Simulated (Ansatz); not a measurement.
Mulliken charges of CH₄Cl₂SiTe (`[SiH3]C(Cl)(Cl)[TeH]`) from ωB97M-V/def2-TZVPP in Ansatz (PBE0-D4/def2-TZVP geometry).

| atom | x (Å) | y (Å) | z (Å) | charge (e) |
| --- | --- | --- | --- | --- |
| Si1 | -0.008 | -1.150 | 0.295 | 0.132 |
| C2 | 0.259 | 0.485 | -0.631 | -0.140 |
| Cl3 | 1.919 | 1.046 | -0.347 | -0.050 |
| Cl4 | -0.015 | 0.208 | -2.370 | -0.065 |
| Te5 | -1.217 | 1.962 | -0.046 | 0.120 |
| H6 | 0.134 | -0.868 | 1.744 | -0.006 |
| H7 | 1.024 | -2.117 | -0.155 | 0.003 |
| H8 | -1.370 | -1.641 | -0.018 | 0.004 |
| H9 | -0.638 | 2.028 | 1.509 | 0.002 |

Q: By hand: the dipole of these point charges (1 e Å = 4.8032 D).

A: Σ q r = (-0.283, -0.054, 0.285) e Å, of length 0.405 e Å = 1.95 D.

Q: How does the dipole of the full density compare? (An estimate is asked.)

A: The calculation gave: (-0.177, -0.041, 0.224) e Å, 1.39 D; the point charges give 1.40 times that, at 6° from its direction.

Point charges leave out the atoms' own dipoles, such as those of lone pairs, and Mulliken's split depends on the basis, so the two needn't agree.
